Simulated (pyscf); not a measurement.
Hydrogen abstraction: F–N•–F (SMILES F[N]F) + F–SiH(F)–F (SMILES F[SiH](F)F) -> F–NH–F (SMILES FNF) + F–Si•(F)–F (SMILES F[Si](F)F)

Gas phase, doublet surface, charge 0. Bonds broken: Si5–H8. Bonds formed: N2–H8. PySCF, gas phase, ωB97X-D3(BJ)/def2-SVP geometries.

Transition state (Å):

```xyz
8

F      0.5121    -0.0414     1.4944
N     -0.8152    -0.2969     1.3277
F     -0.8545    -1.6170     0.9936
F     -2.2352     0.2744    -2.3239
Si    -0.8715     0.6090    -1.5416
F     -0.5161     2.1561    -1.7945
F      0.3049    -0.2893    -2.1663
H     -0.9995     0.1971     0.2699
```

One imaginary mode, 1474i cm⁻¹; descent along it reached the two sides named.

```json
[
 {"bond": "Si5–H8", "change": "breaks", "reactant side (Å)": "1.463", "saddle": "1.862", "product side": "4.4"},
 {"bond": "N2–H8", "change": "forms", "reactant side (Å)": "3.5", "saddle": "1.182", "product side": "1.030"}
]
```

Electronic energies relative to the separated reactants (kJ/mol):

```tsv
level	barrier	reaction energy
ωB97X-D3(BJ)/def2-TZVP	132.4	+115.5
PBE/def2-TZVP	89.0	+94.2
r²SCAN/def2-TZVP	109.1	+107.5
B3LYP-D3(BJ)/def2-TZVP	115.6	+106.0
PBE0-D3(BJ)/def2-TZVP	112.1	+101.2
M06-2X/def2-TZVP	124.9	+92.8
ωB97M-D3(BJ)/def2-TZVP	130.6	+108.4
HF/def2-TZVP	216.9	+134.2
```

With ωB97M-D3(BJ)/def2-TZVP energies and thermal terms (ideal gas, 1 atm, RRHO with modes under 100 cm⁻¹ raised to 100, one conformer, R ln 2 for chiral ones without a mode under 150 cm⁻¹), in kJ/mol:

```csv
T (K),ΔH‡,ΔG‡,ΔH,ΔG
298,127.3,168.9,+118.9,+116.5
600,130.4,209.9,+117.9,+114.4
900,133.7,249.0,+116.7,+112.8
1200,136.9,286.9,+115.6,+111.7
```

At PBE this geometry lies under the product side: in single points on another level's saddle the reverse barrier vanishes, and the forward threshold there is about the reaction energy. This is the saddle that the search found; another between the same sides may lie lower. The angle at the transferred H is 162°.
